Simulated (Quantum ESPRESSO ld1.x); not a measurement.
Task: These are the eigenvalues of the occupied orbitals of an atom or ion with whole-number occupations (hartree). Calculated with ld1.x of Quantum ESPRESSO 7.5: Dirac Kohn-Sham, BLYP, spin-unpolarised, spherical densities, point nucleus.

1s1/2: -1219.77
2s1/2: -195.429
2p1/2: -183.894
2p3/2: -172.908
3s1/2: -45.8331
3p1/2: -41.0709
3p3/2: -38.9916
3d3/2: -30.6203
3d5/2: -30.1813
4s1/2: -14.0931
4p1/2: -12.3704
4p3/2: -11.9150
4d3/2: -9.07263
4d5/2: -8.99078
5s1/2: -6.19818

Which element is it, and in what charge state? The configuration may be excited. Open shells, if any, are shared by 2j + 1.

Result: Z = 53, iodine, charge +11: I11+ in [Kr] 4d5 5s1. The list shows which subshells hold electrons but not how many an open one holds; the 1s level, -1219.8 hartree, gives Z - s = 49.4 by -(Z - s)^2/2, which with screening and relativity narrows Z to a few neighbours, and the depths of the outer levels then fix element, charge and occupations together.
